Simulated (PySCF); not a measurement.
## C2H6N2Si2

The system: C2H6N2Si2, a small molecule; neutral, singlet. The structure, one conformer, was relaxed in the gas phase by PBE0-D3(BJ)/def2-SVP. No frequency run checks that it is a minimum.

SMILES: C#C[SiH]1N[SiH2]N1

```xyz
12

N     0.016   -1.433   -0.023
Si    0.228   -0.966    1.649
N    -0.559    0.532    1.213
Si   -0.725    0.081   -0.460
C     0.236    1.097   -1.655
C     0.856    1.768   -2.460
H     0.387   -2.191   -0.576
H     1.647   -0.857    2.114
H    -0.499   -1.800    2.657
H    -0.842    1.346    1.737
H    -2.115    0.021   -0.995
H     1.407    2.362   -3.167
```
(Å; atoms numbered from 1)

Shieldings: GIAO PBE0/pcSseg-1. Shifts are against computed references at the same level: C TMS (σ 184.4 ppm), H TMS (σ 31.27 ppm), Si TMS (σ 352.0 ppm). Core levels by delta-SCF with SCAN, pcX-2 on the ionised atom and pcseg-1 elsewhere, spin-free X2C (2p3/2 is the spin-free 2p value less a third of a first-order spin-orbit splitting); from the vacuum level, for chosen atoms.

Q: Give the NMR and core-level values of the distinct atoms.

A: 
| atoms | bonded to | σ (ppm) | δ (ppm) | core level (eV) |
| --- | --- | --- | --- | --- |
| N1 N3 | 2 Si + 1 H | 247.2 | - | 1s 403.89 |
| Si2 | 2 N + 2 H | 368.0 | -16.0 | 2p3/2 107.20 |
| Si4 | 1 C + 2 N + 1 H | 390.0 | -38.0 | 2p3/2 107.34 |
| C5 | 1 C + 1 Si | 92.4 | 92.0 | - |
| C6 | 1 C + 1 H | 83.4 | 101.0 | - |
| H7 | 1 N | 31.18 | 0.08 | - |
| H8 | 1 Si | 25.49 | 5.77 | - |
| H9 | 1 Si | 25.59 | 5.67 | - |
| H10 | 1 N | 31.14 | 0.12 | - |
| H11 | 1 Si | 25.76 | 5.50 | - |
| H12 | 1 C | 28.82 | 2.45 | - |

Values are those of this one static structure; atoms that internal rotation interchanges would show their mean in an NMR spectrum.

Core levels of C5, C6 are left out, their hole states being strongly spin-contaminated.

Q: By CAM-B3LYP/def2-SVPD (TDDFT singlets, Tamm-Dancoff triplets, ionisation by delta-SCF), where does absorption start, and what does vertical ionisation take?

A: The lowest singlet lies at 5.69 eV (f 0.030), the lowest triplet at 4.79 eV; vertical ionisation takes 9.39 eV.

The 3 runs behind this took 5.1 min in all, one thread each of Arm Neoverse N1 on a shared host, launched as `OMP_NUM_THREADS=1 python cluster_run.py task.json out`.
